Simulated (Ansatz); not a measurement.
Geometry optimisation, Ansatz, RKS PBE0/6-31G*.

Input:

```yaml
crystal:
  periodic: [false, false, false]
  atoms:
    - { symbol: C, position_ang: [-0.6077, -1.9064, 0.8771] }
    - { symbol: O, position_ang: [0.4134, -1.0563, 1.2716] }
    - { symbol: Al, position_ang: [0.194, 0.6428, 0.531] }
    - { symbol: O, position_ang: [-0.6227, 1.9453, 1.4567] }
    - { symbol: Si, position_ang: [1.1314, 1.1084, -1.5993] }
    - { symbol: H, position_ang: [-0.6721, -1.9683, -0.2423] }
    - { symbol: H, position_ang: [-0.4992, -2.8675, 1.3132] }
    - { symbol: H, position_ang: [-1.5882, -1.4416, 1.2255] }
    - { symbol: H, position_ang: [-1.6308, 1.8407, 1.2051] }
    - { symbol: H, position_ang: [2.105, 2.2131, -1.4441] }
    - { symbol: H, position_ang: [1.7881, -0.0849, -2.0833] }
    - { symbol: H, position_ang: [0.0657, 1.5196, -2.4772] }
basis:
  gaussian: { orbitals: "6-31G*" }
hamiltonian:
  xc: pbe0
relax:
  f_tol: 0.015
  max_steps: 40
output:
  orbitals: {}
```

Launched with:

```bash
$ ansatz run input.yaml --threads 2 --pin off --max-ram 3072MiB --backend cpu --events-out ev --progress --plain --runs-dir out
```

Question: Where does it end, and by what steps?

Answer: The run converged. The force dipped under the threshold on the way, but the program's further checks kept it going. After 16 steps the energy has fallen by 1.086 eV; H9 moved furthest, 1.23 Å.

```json
{"step": "0", "energy less start (eV)": "0.0000", "largest force component (eV/Å)": "2.690", "accepted": "yes"}
{"step": "1", "energy less start (eV)": "-0.5051", "largest force component (eV/Å)": "1.501", "accepted": "yes"}
{"step": "2", "energy less start (eV)": "-0.6509", "largest force component (eV/Å)": "0.880", "accepted": "yes"}
{"step": "3", "energy less start (eV)": "-0.8101", "largest force component (eV/Å)": "0.400", "accepted": "yes"}
{"step": "4", "energy less start (eV)": "-0.9087", "largest force component (eV/Å)": "0.487", "accepted": "yes"}
{"step": "5", "energy less start (eV)": "-0.9910", "largest force component (eV/Å)": "0.293", "accepted": "yes"}
{"step": "6", "energy less start (eV)": "-1.0404", "largest force component (eV/Å)": "0.185", "accepted": "yes"}
{"step": "7", "energy less start (eV)": "-1.0679", "largest force component (eV/Å)": "0.160", "accepted": "yes"}
{"step": "8", "energy less start (eV)": "-1.0819", "largest force component (eV/Å)": "0.037", "accepted": "yes"}
{"step": "9", "energy less start (eV)": "-1.0807", "largest force component (eV/Å)": "0.323", "accepted": "no"}
{"step": "10", "energy less start (eV)": "-1.0847", "largest force component (eV/Å)": "0.030", "accepted": "yes"}
{"step": "11", "energy less start (eV)": "-1.0855", "largest force component (eV/Å)": "0.039", "accepted": "yes"}
{"step": "12", "energy less start (eV)": "-1.0856", "largest force component (eV/Å)": "0.029", "accepted": "yes"}
{"step": "13", "energy less start (eV)": "-1.0860", "largest force component (eV/Å)": "0.013", "accepted": "yes"}
{"step": "14", "energy less start (eV)": "-1.0860", "largest force component (eV/Å)": "0.012", "accepted": "yes"}
{"step": "15", "energy less start (eV)": "-1.0861", "largest force component (eV/Å)": "0.016", "accepted": "yes"}
{"step": "16", "energy less start (eV)": "-1.0861", "largest force component (eV/Å)": "0.014", "accepted": "yes"}
```

```xyz
12
Properties=species:S:1:pos:R:3
C -0.644 -1.952 0.741
O -0.731 -0.622 1.166
Al -0.171 0.846 0.500
O -0.514 2.273 1.373
Si 1.053 1.015 -1.604
H -0.082 -2.067 -0.199
H -0.145 -2.560 1.507
H -1.649 -2.366 0.585
H -1.009 2.221 2.197
H 2.143 2.030 -1.523
H 1.676 -0.287 -1.986
H 0.149 1.414 -2.724
```

Whether the end is a true minimum wasn't checked by a vibrational analysis.

Time of the run: 57 s on 2 threads of Arm Neoverse V1 (shared host), peak memory 0.21 GiB.
